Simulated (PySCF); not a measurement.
Spectrum to structure. Method: TDDFT PBE0/def2-SVPD, vertical, gas phase, core orbitals frozen in the response (PySCF). Geometries: PBE0-D3(BJ)/def2-SVP, one conformer each. Relativistic effects are left out although some hold elements past zinc.

```json
{"state": "S1", "E (eV)": "7.75", "λ (nm)": "160.1", "f": "0.017"}
{"state": "S2", "E (eV)": "8.17", "λ (nm)": "151.7", "f": "0.035"}
{"state": "S3", "E (eV)": "8.30", "λ (nm)": "149.4", "f": "0.0089"}
{"state": "S4", "E (eV)": "8.34", "λ (nm)": "148.6", "f": "0.039"}
{"state": "S5", "E (eV)": "8.46", "λ (nm)": "146.5", "f": "0.0083"}
{"state": "S6", "E (eV)": "8.50", "λ (nm)": "145.8", "f": "0.018"}
{"state": "S7", "E (eV)": "8.56", "λ (nm)": "144.8", "f": "0.0052"}
{"state": "S8", "E (eV)": "8.61", "λ (nm)": "144.0", "f": "0.085"}
{"state": "S9", "E (eV)": "8.67", "λ (nm)": "143.0", "f": "0.030"}
{"state": "S10", "E (eV)": "8.76", "λ (nm)": "141.6", "f": "0.043"}
```

Orbital energies (eV): HOMO-3 -9.57, HOMO-2 -9.51, HOMO-1 -9.30, HOMO -8.68, LUMO 0.18, LUMO+1 0.58, LUMO+2 0.80.

Task: Which structure fits?
A. `[SiH3]CC([SiH3])C[SiH3]`
B. `C(F)(F)[C@H](C[SiH3])[SiH3]`
C. `C[Se]C(F)(F)F`

Result: B. Its S1, at 7.75 eV, is the highest among the candidates; the nearest of the others has S1 at 6.73 eV. S1 is HOMO→LUMO (98%). Löwdin shares by element: HOMO carbon 47%, silicon 14% or more (atoms not listed hold the other 39%); LUMO silicon 33%, carbon 11% or more, hydrogen 8% or more (atoms not listed hold the other 48%). At the same level the other candidates give, for their lowest levels:
- `C[Se]C(F)(F)F`: 4.78 eV (f 0.000); 6.27 eV (f 0.021); 6.62 eV (f 0.042); 7.29 eV (f 0.001); 7.41 eV (f 0.038); T1 4.21 eV; HOMO -7.09, LUMO -0.65 eV
- `[SiH3]CC([SiH3])C[SiH3]`: 6.73 eV (f 0.001); 7.36 eV (f 0.004); 7.42 eV (f 0.085); 7.49 eV (f 0.012); 7.71 eV (f 0.007); T1 6.44 eV; HOMO -7.79, LUMO 0.05 eV

Shape of the structure used: `[F:1][CH:2]([F:3])[C@@H:4]([SiH3:5])[CH2:6][SiH3:7]`: F1–C2–C4–Si5 -56°, C2–C4–C6–Si7 176°.
Triplets come from the Tamm–Dancoff approximation.

Without π bonds the low states are Rydberg-like; a valence basis with one diffuse set may place them up to an eV too high.
